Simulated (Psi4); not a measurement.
borazine (H6B3N3), singlet, geometry from GFN2-xTB. Base run: SVWN/STO-3G (Psi4).

Geometry (Å):
```xyz
12

B      0.9820    -1.0457    -0.1082
N      1.3463     0.2814     0.2294
B      0.4069     1.3360     0.3449
N     -0.9518     1.0136     0.1049
B     -1.3889    -0.2903    -0.2367
N     -0.3945    -1.2950    -0.3343
H      1.7842    -1.8999    -0.1966
H      2.3199     0.4849     0.3954
H      0.7394     2.4274     0.6267
H     -1.6402     1.7466     0.1808
H     -2.5236    -0.5275    -0.4301
H     -0.6797    -2.2315    -0.5761
```
Charge 0, spin multiplicity 1.
All else is at Psi4's defaults (density fitting).
Base energy -238.21713 Eh.

Each row names what was changed in the base input (with any setting that the change needs).

| change | ΔE vs base (µEh) | SCF cycles | grid points | basis functions |
|---|---|---|---|---|
| base | 0.0 | 7 | 251322 | 36 |
| level_shift = 0.3 | 0.0 | 7 | 251322 | 36 |
| scf_type = dfdirj+cosx | 0.0 | 8 | 251322 | 36 |
| d_convergence = 1e-8 | 0.0 | 9 | 251322 | 36 |
| scf_type = pk | 1813 | 7 | 251322 | 36 |
| df_basis_scf = cc-pvtz-jkfit | 1559 | 7 | 251322 | 36 |
| scf_type = mem_df | 0.0 | 7 | 251322 | 36 |
| dft_nuclear_scheme = becke | 5.4 | 7 | 249034 | 36 |
| cholesky_tolerance = 1e-3 (with scf_type cd) | [?] | 7 | 251322 | 36 |
| dft_radial_points = 150 | 0.3 | 7 | 498667 | 36 |
| guess = huckel | 0.0 | 9 | 251322 | 36 |
| scf_type = out_of_core | 1813 | 7 | 251322 | 36 |
| diis_max_vecs = 15 | 0.0 | 7 | 251322 | 36 |

Problem. Complete the blanks.

Solution. 
- cholesky_tolerance = 1e-3 (with scf_type cd), ΔE vs base (µEh): -3742
